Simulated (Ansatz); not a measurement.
This geometry of C2H11SbSi2 (16 atoms, charge 0, multiplicity 1) is a first-order saddle point.

Method: RHF/def2-SVP in Ansatz.

```xyz
16
Properties=species:S:1:pos:R:3
C -0.824 -1.430 -0.606
C 0.473 -0.621 -0.335
Sb 2.004 -1.063 -1.859
Si 0.163 1.242 -0.158
Si -1.216 1.724 1.715
H -0.782 -2.019 -1.525
H -1.707 -0.794 -0.698
H -1.019 -2.132 0.206
H 0.923 -0.953 0.601
H 3.328 -0.506 -0.943
H 2.215 -2.678 -1.358
H 1.453 1.964 0.007
H -0.492 1.762 -1.388
H -0.577 1.221 2.958
H -1.421 3.188 1.848
H -2.544 1.073 1.579
```

Problem. Which two structures does it join? (They come from a converged band through this point; their orientation in space is the band's.)

Solution. No bond is made or broken. The dihedral H6–C1–C2–Sb3 goes from -64 to 57°. The two ends are copies of one structure, up to a mirror image or an exchange of like atoms.

First end point:

```xyz
16
Properties=species:S:1:pos:R:3
C -0.815 -1.452 -0.579
C 0.468 -0.650 -0.298
Sb 2.012 -1.136 -1.798
Si 0.168 1.222 -0.183
Si -1.240 1.791 1.643
H -1.266 -1.175 -1.534
H -1.569 -1.284 0.195
H -0.624 -2.527 -0.606
H 0.894 -0.968 0.656
H 3.315 -0.506 -0.901
H 2.260 -2.723 -1.225
H 1.464 1.933 -0.019
H -0.454 1.708 -1.445
H -0.650 1.295 2.913
H -1.399 3.264 1.737
H -2.586 1.183 1.487
```

Last end point:

```xyz
16
Properties=species:S:1:pos:R:3
C -0.811 -1.445 -0.597
C 0.471 -0.637 -0.324
Sb 1.980 -1.074 -1.873
Si 0.157 1.228 -0.150
Si -1.226 1.741 1.711
H -0.610 -2.517 -0.647
H -1.282 -1.154 -1.539
H -1.553 -1.298 0.192
H 0.921 -0.978 0.611
H 3.303 -0.471 -0.989
H 2.239 -2.674 -1.349
H 1.449 1.944 0.020
H -0.485 1.747 -1.387
H -0.626 1.201 2.959
H -1.367 3.212 1.852
H -2.581 1.152 1.554
```

Problem. How far does it lie above each of them?

Solution. 0.131 eV above the first and 0.131 eV above the second. This is the barrier of this one path; another mechanism may lie lower.

Run time: 3.5 min on 2 threads of Arm Neoverse V2, on a shared host, peak memory 0.44 GiB.
